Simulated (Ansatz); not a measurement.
Consider the ligand exchange at the Si–O bond: `[CH3][Mg][O][SiH3]` + `[SH][AlH][SH]` → `[SiH3][S][AlH][SH]` + `[CH3][Mg][OH]`.

Gas-phase electronic energies from Ansatz, PBE0-D4/def2-TZVP geometries. CCSD(T)/CBS is the MP2 limit (def2-TZVPP, def2-QZVPP) plus CCSD(T) − MP2 in def2-TZVPP, frozen cores. This one scheme is used for every species. Functionals use def2-TZVPP. For Mg outer-core shells are correlated without core-valence functions, which leaves a few kJ/mol of doubt a bond. One conformer a species, not always the lowest.

`[CH3][Mg][O][SiH3]`:

```xyz
10

C    -0.972   -0.445    2.620
Mg   -0.261   -0.119    0.704
O     0.358    0.164   -0.961
Si    0.910    0.416   -2.452
H    -0.393    0.113    3.362
H    -0.919   -1.503    2.893
H    -2.016   -0.134    2.719
H     2.368    0.110   -2.558
H     0.203   -0.440   -3.452
H     0.723    1.837   -2.874
```

`[SH][AlH][SH]`:

Cartesian coordinates in Å:
```
S 1.911 0.864 -0.229
Al -0.061 -0.052 -0.109
S -0.988 -0.077 1.862
H 2.000 0.626 -1.549
H -0.776 -0.662 -1.374
H -2.086 -0.699 1.398
```

`[SiH3][S][AlH][SH]`:

Cartesian coordinates in Å:
```
Si 0.889 -1.100 0.672
S -0.246 0.421 1.649
Al -1.218 1.432 -0.021
S -0.813 0.984 -2.114
H 1.634 -1.818 1.733
H 1.852 -0.519 -0.300
H 0.007 -2.050 -0.053
H -2.274 2.550 0.306
H 0.169 0.098 -1.872
```

`[CH3][Mg][OH]`:

Cartesian coordinates in Å:
```
C 0.363 -1.201 -0.513
Mg -0.193 0.636 0.272
O -0.669 2.198 0.940
H 0.354 -1.190 -1.607
H -0.314 -1.998 -0.191
H 1.371 -1.484 -0.199
H -0.912 3.039 1.299
```

(1) Is it downhill or uphill in electronic energy at CCSD(T)/CBS, and by how much? (Best estimate.)

(2) What do these levels give: PBE0-D4, PBE-QIDH, PBE, PBE0, CAM-B3LYP, RPA@PBE/def2-TZVPP, CCSD(T)/def2-SVP, HF/def2-TZVPP, SCS-MP2/def2-TZVPP, CCSD/def2-TZVPP, HF/def2-QZVPP, MP2/def2-QZVPP? (Best estimate.)

Largest T1 diagnostic among the species: 0.012.

## Answers

(1) The calculation gave: Uphill: ΔE = +15.0 kcal/mol.

(2) Ansatz gave: PBE0-D4 12.3, PBE-QIDH 14.2, PBE 12.6, PBE0 13.5, CAM-B3LYP 17.5, RPA@PBE/def2-TZVPP 17.3, CCSD(T)/def2-SVP 16.0, HF/def2-TZVPP 20.7, SCS-MP2/def2-TZVPP 16.4, CCSD/def2-TZVPP 16.7, HF/def2-QZVPP 21.2, MP2/def2-QZVPP 14.3 kcal/mol.

At CCSD(T), def2-SVP lies +1.0 kcal/mol from the extrapolated value and def2-TZVPP +0.8 kcal/mol. Leaving LDA and LC-ωPBE aside and taking each functional with its dispersion term where it has one, the values, not all of them listed here, spread over 5.3 kcal/mol, from revPBE-D4 to B2PLYP. LDA lies −0.9 kcal/mol from PBE without D4. The D4 term adds −2.2 kcal/mol with B3LYP and −1.2 kcal/mol with PBE0; it sums over pairs of atoms, weighted by their polarisabilities, and B3LYP, whose exchange is more repulsive, gets the larger term.

B3LYP here is the variant with VWN-RPA as its local correlation; programs differ in this.
